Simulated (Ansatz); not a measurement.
Geometry optimisation, RKS r2SCANh-D4/def2-SVP (Ansatz).

Input:

```yaml
crystal:
  periodic: [false, false, false]
  atoms:
    - { symbol: Al, position_ang: [0.0, 0.0, 0.0] }
    - { symbol: O, position_ang: [0.0, 0.0, 2.13] }
    - { symbol: H, position_ang: [-0.9095, -0.2814, 2.4671] }
    - { symbol: H, position_ang: [1.351, 0.0, -0.78] }
    - { symbol: O, position_ang: [-1.5415, 0.0, -0.89] }
    - { symbol: Si, position_ang: [-2.6907, -1.2238, -0.8267] }
    - { symbol: H, position_ang: [-2.2881, -2.2198, 0.162] }
    - { symbol: H, position_ang: [-3.9833, -0.6595, -0.4496] }
    - { symbol: H, position_ang: [-2.8007, -1.8572, -2.1376] }
    - { symbol: S, position_ang: [0.1147, 2.4267, 0.8072] }
    - { symbol: H, position_ang: [0.6673, 2.4659, 2.093] }
    - { symbol: H, position_ang: [0.0596, 1.2609, 1.9536] }
basis:
  gaussian: { orbitals: def2-SVP }
hamiltonian:
  xc: r2scanh
  dispersion: d4
relax:
  f_tol: 0.15
  max_steps: 25
  restrain:
    - { distance: [0, 9], at: 3.46, k: 30.0 }
    - { distance: [11, 1], at: 2.21, k: 30.0 }
    - { distance: [0, 1], at: 1.78, k: 30.0 }
    - { distance: [11, 9], at: 1.4, k: 30.0 }
```

Run as:

```bash
$ ansatz run input.yaml --threads 4 --pin off --max-ram 5120MiB --backend cpu --events-out ev --progress --plain --runs-dir out
```

Where does it end, and by what steps?

The run converged. The restraints hold the end off the free minimum; the threshold counts their pulls, which the force column leaves out. Restrained pairs: Al1–S10 (2.56 → 3.45 Å), O2–H12 (1.27 → 2.21 Å), Al1–O2 (2.13 → 1.75 Å), S10–H12 (1.64 → 1.38 Å). After 13 steps the energy has fallen by 1.871 eV (the restraints' own energy left out); H11 moved furthest, 1.17 Å.

```json
{"step": "0", "energy less start (eV)": "0.0000", "largest force component (eV/Å)": "2.456", "accepted": "yes"}
{"step": "1", "energy less start (eV)": "0.2770", "largest force component (eV/Å)": "2.249", "accepted": "yes"}
{"step": "2", "energy less start (eV)": "0.2239", "largest force component (eV/Å)": "1.963", "accepted": "yes"}
{"step": "3", "energy less start (eV)": "-0.5447", "largest force component (eV/Å)": "1.611", "accepted": "yes"}
{"step": "4", "energy less start (eV)": "-1.2213", "largest force component (eV/Å)": "1.559", "accepted": "yes"}
{"step": "5", "energy less start (eV)": "-1.5783", "largest force component (eV/Å)": "1.273", "accepted": "yes"}
{"step": "6", "energy less start (eV)": "-1.7251", "largest force component (eV/Å)": "0.869", "accepted": "yes"}
{"step": "7", "energy less start (eV)": "-1.7786", "largest force component (eV/Å)": "0.811", "accepted": "yes"}
{"step": "8", "energy less start (eV)": "-1.8260", "largest force component (eV/Å)": "0.907", "accepted": "yes"}
{"step": "9", "energy less start (eV)": "-1.8529", "largest force component (eV/Å)": "0.921", "accepted": "yes"}
{"step": "10", "energy less start (eV)": "-1.8599", "largest force component (eV/Å)": "0.925", "accepted": "yes"}
{"step": "11", "energy less start (eV)": "-1.8632", "largest force component (eV/Å)": "0.888", "accepted": "yes"}
{"step": "12", "energy less start (eV)": "-1.8630", "largest force component (eV/Å)": "1.190", "accepted": "no"}
{"step": "13", "energy less start (eV)": "-1.8711", "largest force component (eV/Å)": "0.952", "accepted": "yes"}
```

```xyz
12
Properties=species:S:1:pos:R:3
Al 0.089 -0.285 0.295
O 0.168 -0.341 2.044
H -0.530 -0.719 2.585
H 1.400 0.087 -0.466
O -1.310 -0.806 -0.506
Si -2.796 -1.349 -0.950
H -3.093 -2.651 -0.281
H -3.851 -0.366 -0.565
H -2.861 -1.557 -2.425
S -0.255 2.962 1.410
H 1.071 3.084 1.180
H -0.053 1.853 2.208
```

Time of the run: 48 s on 4 threads of Arm Neoverse V2, on a shared host, peak memory 0.31 GiB.
